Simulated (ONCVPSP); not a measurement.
# Before and after: ONCV potential for indium

| Property | Result |
| --- | --- |
| Element | indium |
| Generator | ONCVPSP 4.0.1 |
| Type | optimised norm-conserving Vanderbilt (ONCV) |
| Functional | LDA (Perdew-Wang 92) |
| Relativity | scalar-relativistic |
| Frozen core | [Kr] 4d10 |
| Valence charge | 3 |
| Reference configuration | 5s1.75 5p1.25 |
| Partial waves | 5s: rc 2.25 bohr, ncon 3, nbas 6, qcut 3.2 1/bohr, 2 projectors, debl 0.3 Ha; 5p: rc 2.75 bohr, ncon 4, nbas 9, qcut 2.6 1/bohr, 2 projectors, debl 1.5 Ha; d scattering state at 0.44 Ha: rc 2.45 bohr, ncon 4, nbas 7, qcut 4.4 1/bohr, 3 projectors, debl 2 Ha |
| Local potential | polynomial inside 2.15 bohr (lpopt 5, dvloc0 -1 Ha) |
| Core correction | Teter function, fcfact 4.5, rcfact 1.7 |

In the s channel the program set the typed energies aside and used -0.321, 0.250 Ha.

All-electron outer shells of the reference configuration (LDA (PZ), scalar-relativistic, ld1.x):

```tsv
shell	level (eV)	outermost node (bohr)	outermost maximum (bohr)
4p	-78.48	0.42	0.82
4d	-19.13	0.40	0.94
5s	-8.75	1.02	2.13
5p	-2.89	1.14	2.81
```

Change: p: rc 2.58.

Cutoffs: the cutoffs (Ha) at which the residual kinetic energy of the hardest occupied pseudo-wave falls to 1 and 0.1 mHa per electron; they do not see the model core or the augmentation charge, which bear on the density cutoff. Errors are all-electron minus pseudo energies relative to the spin-unpolarised reference configuration.

Q: Predict the effect on cutoff, ghosts and configuration errors.

A: The potential gets harder (5.0 Ha and 18 Ha → 5.0 Ha and 24 Ha); both files keep a bound ghost (d); the errors of the 4 common tests hardly move. A smaller radius makes the pseudo-wave follow the all-electron one further in, where it bends more sharply, so more plane waves are needed.

```csv
quantity,base,changed
"cutoff, loose",5.0 Ha,5.0 Ha
"cutoff, tight",18 Ha,24 Ha
loose cutoff by channel,"s 5.0 Ha, p 2.0 Ha","s 5.0 Ha, p 3.3 Ha"
bound ghosts,d,d
GHOST(+) flags under 300 eV,s at 44.2 eV,"s at 44.2 eV, p at 88.5 eV"
"error for 5s2 5p1, meV [ΔE -1.46 eV]",-0.9,-1.0
"error for 5s2 5p0, meV [ΔE 4.13 eV]",-95,-94
"error for 5s1 5p0, meV [ΔE 23.79 eV]",-501,-495
"error for 5s1 5p2, meV [ΔE 4.48 eV]",-7.8,-8.8
s: phases at 2.28 bohr within 0.05 rad from the reference energy up to (Ha; the scan ends near 5),1.6,1.6
d: phases at 2.48 bohr within 0.05 rad from the reference energy up to (Ha; the scan ends near 5),to the end of the scan,to the end of the scan
"rms error of d²Exc/dni dnj with the model core, mHa",3.65,3.63
```

Base: The cutoffs count occupied waves only; projector 3 of the d channel, the hardest unoccupied one, needs 41 Ha at the loose tolerance. Changed file: The cutoffs count occupied waves only; projector 3 of the d channel, the hardest unoccupied one, needs 41 Ha at the loose tolerance. A true bound ghost makes a file unfit for plane-wave use even where its test errors are small: the radial tests pick states by their node count and pass the ghost by.
